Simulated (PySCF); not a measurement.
Job for PySCF: R-HF/STO-3G on NiGe, 2S+1 = 1, a spin state set in the input, which need not be the lowest, a point of a bond scan (R = 2.287 Å).

```python
from pyscf import gto, scf, dft, mp
from pyscf.data.elements import chemcore

mol = gto.M(
    atom='''
    Ni    0.00000000    0.00000000    0.00000000
    Ge    0.00000000    0.00000000    2.28734000
    ''',
    basis='sto-3g',
    charge=0, spin=0, verbose=3, max_memory=1800)
mf = scf.RHF(mol)
mf.conv_tol = 1e-8
mf.max_cycle = 100
mf.kernel()
if not mf.converged:
    mf = mf.newton().run(mf.mo_coeff, mf.mo_occ)
```

Q: Give the final energy of this run.

A: -3541.2491 hartree.
